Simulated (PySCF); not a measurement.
## Dipole response of Co(3+) (cobalt, charge +3)

[Ar] 3d6, high-spin 5D determinant. Computed with PySCF 2.14 in aug-cc-pVTZ with one added diffuse shell each of s, p, d, f, g type (9s8p6d4f3g, 118 functions), with the non-relativistic Hamiltonian (point nucleus). Coupled (time-dependent) response in atomic units; α is the mean over directions.

```tsv
method	mean α (bohr³)	α xx, yy, zz	C₆ (like pair)	S(−4)
PBEsol	1.858	1.935, 1.935, 1.703	4.486	1.226
```

S(−4) is the Cauchy moment in α(ω) = α(0) + S(−4) ω² + …

α(iu) at PBEsol:

```csv
u (hartree),α(iu) (bohr³)
0,1.858
0.0500,1.855
0.100,1.846
0.200,1.811
0.300,1.759
0.500,1.624
0.750,1.442
1.00,1.276
1.50,1.010
2.00,0.8126
3.00,0.5527
5.00,0.2979
```

A single London oscillator, α(iu) = α/(1 + u²/ω²), gives C₆ = (3/4) ω α². Matching the computed C₆ needs ω = 4 × 4.486 / (3 × 1.858²) = 1.73 hartree.

For an ion, C₆ is the dispersion term alone; charge-induced terms of lower order in 1/R come first.

The components differ because the open shell of this determinant is not spherical; for a pure term their mean is the scalar polarisability.
